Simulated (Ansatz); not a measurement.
Reaction (redistribution): `SB1CO1` + `B[SiH]1CO1` → `BB1CO1` + `S[SiH]1CO1`

Program: Ansatz. Geometries: PBE0-D4/def2-TZVP. ΔE: electronic, gas phase. CBS: MP2 limit from def2 TZ/QZ plus the TZ coupled-cluster correction, frozen cores. Each species was taken in one conformer, which may not be the lowest.

| species | MP2/def2-TZVPP energy (Eh) |
| --- | --- |
| `SB1CO1` | -537.44794 |
| `B[SiH]1CO1` | -429.88297 |
| `BB1CO1` | -165.03526 |
| `S[SiH]1CO1` | -802.30017 |

(1) Work out ΔE.

Largest T1 diagnostic among the species: 0.018.

Answers

(1) ΔE = (-165.03526) + (-802.30017) − (-537.44794) − (-429.88297) = -0.00452 Eh = -11.9 kJ/mol. CCSD(T)/CBS gives -13.7 kJ/mol.

Leaving LDA and LC-ωPBE aside and taking each functional with its dispersion term where it has one, the values, not all of them listed here, spread over 12.1 kJ/mol, from BHLYP-D4 to PBE-D4. From PBE to PBE0 (25 % exact exchange), in def2-TZVPP and without D4, ΔE moves by −5.1 kJ/mol. In def2-TZVPP, CCSD(T) changes the Hartree–Fock value by +12.3 kJ/mol (the triples alone add +2.9 kJ/mol) and MP2 by +9.3 kJ/mol.
